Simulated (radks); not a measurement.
Question: Au LIX, 21 electrons, occupied as [Ar] 3d3. Calculated with a radial shooting solver on a logarithmic mesh with Libxc functionals: Dirac Kohn-Sham, PW91, spin-unpolarised, spherical densities, point nucleus; open shells fill j = l - 1/2 first.

Spin-orbit splittings of the eigenvalues, e(l+1/2) - e(l-1/2), with zeta = 2 splitting/(2l+1) and mean radii in bohr:

shell  occ.  splitting (eV)  zeta (eV)  <r> j=l-1/2  <r> j=l+1/2
2p        6            1859       1239      0.05760      0.06598
3p        6           466.7      311.1       0.1636       0.1768
3d        3               ?          ?       0.1519       0.1559

Estimate the 3d splitting.

Answer: 105.8 eV (zeta = 42.32 eV).
